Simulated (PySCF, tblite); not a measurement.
Isomers of C5H13F2NSi, one GFN2-xTB conformer each. Single-point energies are computed at PBE0/pcSseg-1 (PySCF, gas phase, no added dispersion term), electronic only.

```json
{"SMILES": "CN(C)[SiH2][C@@H](F)CCF", "GFN2-xTB relative energy (kcal/mol)": "1.8"}
{"SMILES": "C[C@@H](F)[C@@H](F)[SiH2]N(C)C", "GFN2-xTB relative energy (kcal/mol)": "0.0"}
{"SMILES": "CN[C@@](C)([SiH2]C)C(F)F", "GFN2-xTB relative energy (kcal/mol)": "20.1"}
```

Conformers: `[CH3:1][N:2]([CH3:3])[SiH2:4][C@@H:5]([F:6])[CH2:7][CH2:8][F:9]` with C1–N2–Si4–C5 165°, N2–Si4–C5–F6 84°, Si4–C5–C7–C8 -55°, C5–C7–C8–F9 75°; `[CH3:1][C@@H:2]([F:3])[C@@H:4]([F:5])[SiH2:6][N:7]([CH3:8])[CH3:9]` with C1–C2–C4–F5 70°, C2–C4–Si6–N7 173°, C4–Si6–N7–C8 -168°; `[CH3:1][NH:2][C@@:3]([CH3:4])([SiH2:5][CH3:6])[CH:7]([F:8])[F:9]` with C1–N2–C3–C4 62°, N2–C3–Si5–C6 61°, N2–C3–C7–F8 -157°.

What does PBE0/pcSseg-1 give for the same structures?

```json
{"SMILES": "CN[C@@](C)([SiH2]C)C(F)F", "PBE0/pcSseg-1 E (Eh)": "-741.61321", "PBE0/pcSseg-1 (kcal/mol)": "0.0", "GFN2-xTB (kcal/mol)": "20.1", "point group": "C1"}
{"SMILES": "C[C@@H](F)[C@@H](F)[SiH2]N(C)C", "PBE0/pcSseg-1 E (Eh)": "-741.61056", "PBE0/pcSseg-1 (kcal/mol)": "1.7", "GFN2-xTB (kcal/mol)": "0.0", "point group": "C1"}
{"SMILES": "CN(C)[SiH2][C@@H](F)CCF", "PBE0/pcSseg-1 E (Eh)": "-741.60715", "PBE0/pcSseg-1 (kcal/mol)": "3.8", "GFN2-xTB (kcal/mol)": "1.8", "point group": "C1"}
```

GFN2-xTB puts C[C@@H](F)[C@@H](F)[SiH2]N(C)C lowest instead; measured from each level's own lowest isomer, the values differ by up to 20.1 kcal/mol (CN[C@@](C)([SiH2]C)C(F)F: 20.1 against 0.0). As drawn, the lowest has an N–H bond and two fluorines on one carbon, which the highest lacks. Neighbours under 2.5 kcal/mol apart (CN[C@@](C)([SiH2]C)C(F)F and C[C@@H](F)[C@@H](F)[SiH2]N(C)C; C[C@@H](F)[C@@H](F)[SiH2]N(C)C and CN(C)[SiH2][C@@H](F)CCF) can change places with a better method, another conformer or zero-point energy.

Which frontier levels, dipoles and rotational constants go with these structures?

| SMILES | HOMO (eV, PBE0/pcSseg-1) | LUMO (eV) | dipole (D) | A, B, C (MHz) |
| --- | --- | --- | --- | --- |
| CN[C@@](C)([SiH2]C)C(F)F | -6.68 | 0.88 | 2.08 | 1574, 1134, 918.0 |
| C[C@@H](F)[C@@H](F)[SiH2]N(C)C | -6.39 | 0.78 | 0.92 | 2587, 720.6, 600.5 |
| CN(C)[SiH2][C@@H](F)CCF | -6.27 | 1.17 | 1.31 | 2291, 775.7, 630.3 |

What happens when harmonic zero-point energies from GFN2-xTB frequencies are added?

```csv
SMILES,ZPE (kcal/mol),electronic (kcal/mol),with ZPE (kcal/mol)
CN[C@@](C)([SiH2]C)C(F)F,109.0,0.0,0.0
C[C@@H](F)[C@@H](F)[SiH2]N(C)C,109.3,1.7,2.0
CN(C)[SiH2][C@@H](F)CCF,109.8,3.8,4.6
```

The zero-point energies span 0.8 kcal/mol. The order is unchanged.
